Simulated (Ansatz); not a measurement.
`[OH][Hf]([Cl])([Cl])[Cl]` + HI → `[OH][Hf]([Cl])([Cl])[I]` + HCl at 500 K and 1 bar (ligand exchange at the Hf–Cl bond).

Isolated molecules relaxed with PBE0-D4/def2-TZVP in Ansatz; ΔE leaves out vibrations. CBS: MP2 limit from def2 TZ/QZ plus the TZ coupled-cluster correction, frozen cores. This one scheme is used for every species. Elements past krypton have def2 core potentials. For Hf, I outer-core shells are correlated without core-valence functions, which leaves a few kJ/mol of doubt a bond. Each species was taken in one conformer, which may not be the lowest.

| species | CCSD(T)/CBS energy (Eh) | H − E (kJ/mol) | S (J/(mol·K)) |
| --- | --- | --- | --- |
| `[OH][Hf]([Cl])([Cl])[Cl]` | -1503.31799 | 89.6 | 449.4 |
| HI | -298.03592 | 28.6 | 221.6 |
| `[OH][Hf]([Cl])([Cl])[I]` | -1340.96956 | 89.2 | 478.7 |
| HCl | -460.38127 | 32.5 | 201.9 |

H − E and S are ideal-gas, rigid-rotor, harmonic terms from PBE0-D4/def2-TZVP, for one conformer and one mirror image of each species. 1 Eh = 2625.50 kJ/mol, R = 8.31446 J/(mol·K).

Task: By hand: ΔE, ΔH, ΔS and ΔG.

Result: ΔE = (-1340.96956) + (-460.38127) − (-1503.31799) − (-298.03592) = 0.00308 Eh = 8.1 kJ/mol. Δ(H − E) = 89.2 + 32.5 − 89.6 − 28.6 = 3.5, so ΔH = 11.6 kJ/mol. ΔS = 478.7 + 201.9 − 449.4 − 221.6 = 9.6 J/(mol·K). ΔG = 11.6 − 500 × (9.6)/1000 = 6.8 kJ/mol.

Task: By hand: the equilibrium constant, and the temperature at which ΔG would vanish if ΔH and ΔS stayed fixed.

Result: log₁₀ K = −ΔG/(RT ln 10) = -0.7. ΔG = 0 at ΔH/ΔS = 1208 K, though so small a ΔS makes that figure unsure.

TΔS isn't small against ΔH here. A doubt of 5 kJ/mol in ΔE shifts log₁₀ K by 0.5 here. Other conformers and mirror images would add mixing entropy, several J/(mol·K) or more a flexible species. These are equilibria of isolated gas molecules and say nothing of rates. Largest T1 diagnostic: 0.014 (customary marks: 0.02 for closed shells, 0.045 for open ones).
